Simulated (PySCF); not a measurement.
# One molecule, several mistakes: B2GeH6Si

All numbers below are calculated, not measured. The program is PySCF 2.14.0, an open-source quantum chemistry code, run on an isolated molecule that a program drew, which may never have been made. The molecule is B2GeH6Si (charge 0, singlet), drawn as the SMILES string `[BH2][GeH]([BH2])[SiH]`.

Each row is a Hartree-Fock (HF) and frozen-core CCSD(T) single point in the cc-pV(D+d)Z basis, meant for a local HF minimum. Run 1 is clean. Each other run has one planted mistake out of seven kinds, and not every kind appears here: one electron removed, one electron added, multiplicity raised by two, geometry at a saddle point, minimal basis STO-3G, one bond length entered in bohr, all coordinates scaled. The reference is restricted for singlets and unrestricted otherwise, and also for a bond in bohr. Adding or removing an electron swaps singlet and doublet. Electrons count all cores. HOMO and LUMO are orbital energies over both spins, the gradient is its largest component, and the lowest frequency (negative if imaginary) is given only where the gradient is small. Bond lengths are over the 9 bonds as drawn. T1 is the CCSD diagnostic: over 0.02 (restricted) or 0.045 (unrestricted) a single reference is doubtful. Germanium has the cc-pVDZ-PP basis, with a core potential (ECP10MDF) in place of its 10 inner electrons, and its 3s, 3p and 3d shells are frozen in CCSD(T).

Geometry of the clean run:
```xyz
10
B2GeH6Si, angstrom
B     0.3931    2.7249    0.2836
Ge    0.5803    0.9459   -0.7707
B    -1.1305    0.5400   -1.8751
Si    0.6993   -0.8299    0.9460
H     1.3064    3.4933    0.3952
H    -0.6456    2.9806    0.8251
H     1.8634    0.8907   -1.6198
H    -2.2066    0.7404   -1.3860
H    -1.0760    0.0791   -2.9804
H    -0.6536   -0.4706    1.5276
```

| run | electrons | basis functions | <S^2> | HOMO (eV) | LUMO (eV) | gradient (hartree/bohr) | lowest frequency (cm^-1) | mean bond (Å) | longest bond (Å) | T1 | HF (hartree) | CCSD(T) (hartree) | mistake |
|---|---|---|---|---|---|---|---|---|---|---|---|---|---|
| 1 | 62 | 104 | 0.000 | -8.30 | -0.15 | 3.2e-05 | 100 | 1.6085 | 2.473 | 0.0224 | -635.05688 | -635.48289 | no fault |
| 2 | 62 | 104 | 0.000 | -8.25 | -0.18 | 2.1e-02 | - | 1.6777 | 2.579 | 0.0214 | -635.04471 | -635.47306 | all coordinates scaled |
| 3 | 62 | 104 | 2.024 | -8.01 | -0.43 | 2.2e-02 | - | 1.6085 | 2.473 | 0.0212 | -635.04437 | -635.44701 | multiplicity raised by two |
| 4 | 62 | 104 | 1.011 | -8.09 | -0.04 | 1.4e-02 | - | 1.8529 | 4.673 | 0.0202 | -635.00756 | -635.40513 | ? |

**Which mistake was planted in run 4, and what did it cost?**

The mean bond changes by a factor of 1.152 and the longest by 1.890, so the molecule wasn't scaled as a whole. A length L in bohr read as angstrom grows by (1/0.5292 - 1) L = 0.890 L. The 9 bonds together grew by 9 x 0.2444 = 2.200 Å, which gives L = 2.472 Å. That is bond Ge2-Si4, 2.473 Å in the clean geometry. So the mistake is: one bond length entered in bohr. Subtracting run 1 and multiplying by 627.51 kcal/mol a hartree, the energy moved by 30.9 kcal/mol in HF and 48.8 kcal/mol in CCSD(T).

Cautions from the logs. Run 1: T1 is over the limit, so its CCSD(T) energy is less reliable; run 2: T1 is over the limit, so its CCSD(T) energy is less reliable.
